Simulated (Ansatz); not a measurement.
Calculated with Ansatz (gas phase, PBE0-D4/def2-TZVP geometries, no zero-point term in ΔE). CBS: MP2 limit from def2 TZ/QZ plus the TZ coupled-cluster correction, frozen cores. DFT in def2-TZVPP. One conformer a species, not always the lowest.

Consider the ligand exchange at the Si–O bond: `[SiH3]OB(S)Cl` + `BC[SiH2]S` → `BC[SiH2]S[SiH3]` + `OB(S)Cl`.

`[SiH3]OB(S)Cl`:

Cartesian coordinates in Å:
```
Si -0.004 -1.213 1.121
O 0.373 -0.583 -0.363
B 0.216 0.563 -1.040
S -0.610 1.991 -0.288
Cl 0.835 0.651 -2.692
H -1.046 -2.246 0.927
H 1.231 -1.817 1.670
H -0.501 -0.141 2.019
H -0.493 2.794 -1.355
```

`BC[SiH2]S`:

Z-matrix (Å, degrees):
```
C
Si 1 1.889
B 1 1.535 2 108.0
H 1 1.095 2 103.9 3 -121.6
H 1 1.094 2 104.3 3 122.7
S 2 2.139 1 111.6 3 -173.6
H 2 1.483 1 111.5 3 -58.0
H 2 1.484 1 109.7 3 63.8
H 3 1.197 1 120.6 2 90.2
H 3 1.198 1 120.7 2 -86.1
H 6 1.344 2 94.8 1 -64.3
```

`BC[SiH2]S[SiH3]`:

Cartesian coordinates in Å:
```
B 0.034 1.352 -1.158
C 0.171 1.612 0.366
Si -0.979 0.297 1.049
S -1.277 -1.207 -0.466
Si 0.652 -2.126 -0.347
H 0.873 0.746 -1.759
H -0.905 1.784 -1.764
H -0.240 2.570 0.696
H 1.172 1.465 0.774
H -0.454 -0.328 2.291
H -2.335 0.846 1.289
H 1.069 -2.501 -1.719
H 1.627 -1.172 0.241
H 0.591 -3.338 0.507
```

`OB(S)Cl`:

Z-matrix (Å, degrees):
```
B
S 1 1.800
Cl 1 1.770 2 117.6
O 1 1.348 2 121.5 3 180.0
H 2 1.344 1 94.9 3 -180.0
H 4 0.962 1 113.2 2 -180.0
```

| level | ΔE (kcal/mol) |
| --- | --- |
| r2SCAN | 3.9 |
| MP2/def2-TZVPP | 4.5 |
| SCS-MP2/def2-TZVPP | 6.6 |
| CCSD/def2-TZVPP | 6.8 |

Q: What does CCSD(T)/CBS give? (An estimate is asked.)

A: The calculation gave: +5.0 kcal/mol. The listed levels differ from it by -1.1, -0.5, 1.6, 1.8 kcal/mol.

Largest T1 diagnostic among the species: 0.012.

From PBE to PBE0 (25 % exact exchange), in def2-TZVPP and without D4, ΔE moves by +0.7 kcal/mol. The D4 term adds −2.5 kcal/mol with B3LYP and −1.3 kcal/mol with PBE0; it sums over pairs of atoms, weighted by their polarisabilities, and B3LYP, whose exchange is more repulsive, gets the larger term.

B3LYP here is the variant with VWN-RPA as its local correlation; programs differ in this.
